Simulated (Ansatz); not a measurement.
Cartesian coordinates in Å:
```
C -1.489 -0.172 -0.568
N -0.569 -0.457 0.514
Ge 0.979 0.482 0.709
O 2.068 0.409 -0.710
H -1.182 -0.580 -1.540
H -2.486 -0.560 -0.336
H -1.588 0.910 -0.688
H -0.511 -1.439 0.736
H 1.691 -0.103 1.941
H 0.640 1.973 0.786
H 2.449 -0.462 -0.843
```

Charge 0, multiplicity 1.

(1) List the ωB97M-V/def2-TZVPP orbital energies in eV (the Gaussian-basis code of Ansatz). (An estimate is asked.)

## Answers

(1) The calculation gave: Occupied: -10866.67, -1362.44, -1210.17, -1210.17, -1210.16, -525.60, -394.21, -281.98, -174.33, -123.59, -123.56, -123.56, -36.52, -36.43, -36.38, -36.32, -36.31, -29.86, -27.03, -21.24, -18.34, -15.89, -15.36, -14.50, -13.72, -12.57, -12.33, -11.64, -10.91, -9.17. Lowest empty: 2.06, 2.75, 3.29, 3.61, 4.04, 4.31, 4.53, 5.29.
